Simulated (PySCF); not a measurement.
## Correlation energy of Ca²⁺ (calcium, charge +2)

[Ar], closed-shell 1S. Computed with PySCF 2.14 in x2c-SVPall (5s3p2d, 24 functions), with the spin-free X2C one-electron Hamiltonian (Gaussian nucleus). Frozen: [Ne] 3s2; 6 electrons correlated.

Total MP2 correlation energy: -82.63 mhartree.

Same-spin part -26.32 and opposite-spin part -56.32 mhartree; SCS-MP2 scales them by 1/3 and 6/5 to -76.35 mhartree.

| level | correlation energy (mhartree) |
| --- | --- |
| CCSD | -93.35 |
| (T) | -0.04 |
| CCSD(T) | -93.39 |

Diagnostics: T1 = 0.00052, D1 = 0.0007, largest double amplitude 0.026.

**Question.** Is a single reference adequate?

**Answer.** Yes: T1 lies below 0.03 and no double amplitude reaches 0.07.
